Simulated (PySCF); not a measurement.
C₂H₈ClNSi₂, SMILES Cl[Si@H](/C=N/[SiH3])C. The structure is a stationary point at PBE-D3(BJ)/def2-SVP. The structure was generated by enumeration; whether it is a known compound was not checked. One conformer was computed; it need not be the lowest.

Computed equilibrium geometry at PBE-D3(BJ)/def2-SVP (PySCF confirms it by a frequency run) as Cartesian coordinates in Å (one conformer of several):
```xyz
14

C      1.4994    -0.4299    -1.7459
Si     1.0515     0.6406    -0.2772
Cl     2.4583     0.4508     1.2638
C     -0.6486     0.0953     0.4064
N     -1.5372    -0.2393    -0.4557
Si    -3.1947    -0.7498    -0.0789
H      0.6233    -0.4553    -2.4258
H      2.3787    -0.0364    -2.2918
H      1.7157    -1.4654    -1.4166
H      0.9811     2.0983    -0.6395
H     -0.8339     0.0925     1.5178
H     -3.4809    -0.7726     1.4067
H     -4.1267     0.2070    -0.7648
H     -3.3871    -2.1216    -0.6582
```
Charge 0, spin multiplicity 1.
